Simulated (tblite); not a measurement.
Compound: C3H5BCl2Ge.
Cartesian coordinates in Å at the GFN2-xTB level; atoms count from 1:
```
atom  x, y, z in Å
C1    -2.786    0.540    0.376
C2    -1.448    0.022    0.199
C3    -0.336   -0.422    0.052
Ge4    1.437   -1.041   -0.183
B5     2.753    0.490   -0.379
Cl6    4.407    0.279   -0.008
Cl7    2.230    2.019   -0.932
H8    -3.512   -0.269    0.294
H9    -2.879    1.001    1.358
H10   -2.999    1.287   -0.388
H11    1.739   -1.959    0.963
H12    1.397   -1.949   -1.378
```

Level: GFN2-xTB in tblite, geometry and Hessian alike; calculated harmonic values, unscaled, isolated species. Against measured fundamentals such values can be off by several per cent, at times by over 20. Modes of hydrogen on germanium can be 10 to 20 % off. One conformer, not necessarily the lowest. The optimisation stopped once no atom felt more than 0.01 eV/Å.

Lowest wavenumbers of the output (negative numbers stand for imaginary wavenumbers):
```
mode    cm-1
  1     -26.7
  2       4.6
  3      36.3
  4     120.4
  5     139.3
  6     183.4
  7     199.6
  8     257.1
  9     313.1
 10     324.0
```

Q: Is this structure a minimum?

A: Not by this Hessian. 1 mode is imaginary beyond 20i (27i cm⁻¹), so at this level the point lies at or near a first-order saddle. The curvature is small, so loose convergence or finite differences may be the whole cause.

Q: Which atoms move in the imaginary mode?

A: 27i: H8 (methyl hydrogen) 33 %, H10 (methyl hydrogen) 33 %, H9 (methyl hydrogen) 33 %. These are shares of the mass-weighted motion.

Q: What is the remedy?

A: Step along that mode in both directions, optimise again with tighter thresholds and repeat the frequencies. The zero-point energy of this point (41.8 kcal/mol) counts the 29 real modes alone, and thermal corrections from it aren't those of a minimum.
